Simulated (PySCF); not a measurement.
Molecule: SMILES N(C)[SiH2]n1cccc1, C$_{5}$H$_{10}$N$_{2}$Si.

Cartesian coordinates in Å; atom numbers follow the order of the lines, from 1:
```xyz
18

C     3.082    0.922    0.049
N     1.652    0.744    0.094
Si    0.901   -0.793    0.046
N    -0.809   -0.446   -0.025
C    -1.801   -1.308    0.349
C    -3.015   -0.759    0.070
C    -2.765    0.506   -0.514
C    -1.413    0.659   -0.559
H     3.326    1.907   -0.353
H     3.508    0.164   -0.604
H     3.549    0.825    1.035
H     1.199    1.480    0.617
H     1.355   -1.453   -1.181
H     1.075   -1.673    1.211
H    -1.555   -2.253    0.791
H    -3.977   -1.196    0.254
H    -3.501    1.209   -0.854
H    -0.823    1.470   -0.936
```

Frames of a GFN2-xTB Langevin trajectory at 400 K; GIAO PBE0/pcSseg-1 shieldings in PySCF 2.14.0 with density-fitted response routines, gas phase, non-relativistic; equivalent atoms averaged within each frame.

References, each an isolated molecule treated in the same way: ¹³C (σref 186.93), ²⁹Si (σref 349.16), ¹H (σref 31.72) vs TMS; ¹⁵N (σref 267.73) vs NH3. The references are static minima.

Task: How do the shifts (ppm) fluctuate along the trajectory?

Result: 
```tsv
time (fs)	C5/C8	C6/C7	C1	N4	N2	Si3	H15/H18	H13/H14	H16/H17	H9/H10/H11
250	129.6	123.6	28.0	185.3	13.7	-27.6	7.19	6.30	6.12	2.82
425	124.4	117.2	27.5	168.8	9.0	-35.9	6.59	5.39	7.01	2.80
625	120.4	122.0	32.6	170.0	17.0	-31.4	6.49	5.20	6.48	3.39
800	127.2	125.4	28.9	177.9	12.5	-34.6	6.83	6.55	7.29	2.65
1000	122.5	118.9	37.3	177.7	29.3	-22.3	5.92	5.39	6.60	3.79
mean of frames	124.8	121.4	30.9	175.9	16.3	-30.4	6.60	5.76	6.70	3.09
standard deviation	3.7	3.3	4.1	6.7	7.8	5.5	0.47	0.61	0.46	0.48
```

5 frames give an uncertainty of the mean of about the standard deviation over 2.2 at best, since frames this close in time may not be independent; classical motion lacks zero-point vibration, and the reference would need the same averaging.
